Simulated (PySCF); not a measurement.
**Simulated absorption spectrum**

Species: H2Te3.
Z-matrix (Å and degrees, PBE0-D3(BJ)/def2-SVP geometry), rows numbered from 1:
```
Te
Te  1  2.7218
Te  2  2.7214  1  104.45
H   1  1.6692  2   94.94  3    88.54
H   3  1.6689  2   95.07  1    88.22
```

Level of theory: PySCF 2.14.0, density-fitted response routines, TDDFT wB97X-D/def2-SVPD, vertical, gas phase, core orbitals frozen in the response, def2 core potentials past Kr. Spin–orbit coupling is left out.

Computed states:

| state | E (eV) | f |
| --- | --- | --- |
| S1 | 3.00 | 0.014 |
| S2 | 3.13 | 0.0072 |
| S3 | 3.17 | 0.0078 |
| S4 | 3.53 | 0.0007 |
| S5 | 3.87 | 0.0003 |
| S6 | 4.52 | 0.122 |
| S7 | 4.63 | 0.077 |
| S8 | 4.74 | 0.012 |
| S9 | 5.33 | 0.010 |
| S10 | 5.63 | 0.058 |

Broadening: Gaussians 0.4 eV wide at half height, area fixed by f = 4.319×10⁻⁹ ∫ε dν̃. The cross-section is σ = 3.8235×10⁻²¹ ε cm², given in Mb (10⁻¹⁸ cm²). The width is an assumption, not a result. The curve ends short of the highest state used, and states not computed would add to its high-energy end.

Q: What does the envelope look like, and where are its maxima?

A: 
```tsv
λ (nm)	σ (Mb)
246.6	2.95
252.9	9.95
259.2	25.40
265.4	42.85
271.7	50.42
277.9	42.71
284.2	26.79
290.4	13.02
296.7	4.94
303.0	1.54
309.2	0.44
315.5	0.16
321.7	0.11
328.0	0.13
334.2	0.17
340.5	0.24
346.8	0.39
353.0	0.66
359.3	1.13
365.5	1.85
371.8	2.82
378.0	3.94
384.3	5.07
390.6	6.02
396.8	6.61
403.1	6.78
409.3	6.54
415.6	5.94
421.8	5.13
428.1	4.21
434.4	3.29
440.6	2.48
446.9	1.79
453.1	1.25
459.4	0.84
465.6	0.55
471.9	0.34
478.2	0.21
484.4	0.13
490.7	0.07
496.9	0.04
503.2	0.02
509.4	0.01
515.7	0.01
```

Maxima: 402 nm (3.08 eV), ε about 1800, made up of S1 (48%), S2 (26%) and S3 (25%); 271 nm (4.57 eV), ε about 13000, made up of S6 (60%) and S7 (37%) (ε in L mol⁻¹ cm⁻¹; maxima over ε = 5, shares over 10%).

Q: Does any computed singlet lie in the visible range?

A: 3 computed singlets (S1 to S3) lie in the visible range (380 to 750 nm), the largest f among them at 413 nm, f = 0.014; light of that wavelength is violet, and its complementary colour is yellow-green; a Tamm–Dancoff triplet lies at 495 nm, without intensity as long as spin–orbit coupling is left out.

Q: What would ε be at 4.57 eV, the highest of these maxima, with half the width (0.2 eV)?

A: About 21800 L mol⁻¹ cm⁻¹ against 13200, a factor of about 1.7; a lone state at its own centre would give exactly 2.

Q: Coming from long wavelengths, where does ε first pass 100 L mol⁻¹ cm⁻¹?

A: At about 470 nm (2.64 eV), 0.37 eV below S1.

All these states lie below the vertical ionisation energy of 8.31 eV (ΔSCF).

Time: 3.2 min wall (grids of density and orbitals included); peak memory 0.55 GiB. Hardware: one thread of an AMD EPYC, no GPU, on a shared host.

One conformer stands for the species.
